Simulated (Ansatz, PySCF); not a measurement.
System: SbF₃, net charge 0, singlet state. 
Structure (B3LYP-D3(BJ)/def2-TZVP (Ansatz, a quantum-chemistry and plane-wave program) minimum search):
SMILES: [F][Sb]([F])[F]
```xyz
4

Sb     0.0026    -0.0033     0.3454
F     -1.3106    -0.9516    -0.6518
F     -0.1814     1.6158    -0.6358
F      1.4774    -0.6456    -0.6697
```
Charge 0, spin multiplicity 1.

Dipole moments at this geometry, in debye (magnitudes).

```csv
level,program,dipole (D)
SVWN5/def2-TZVPD,Ansatz,3.66
M06-2X/def2-TZVPD,PySCF,3.91
CAM-B3LYP/def2-TZVPD,Ansatz,3.96
LC-wPBE/def2-TZVPD,Ansatz,3.84
CCSD(T)/def2-SVPD,Ansatz,3.91
```
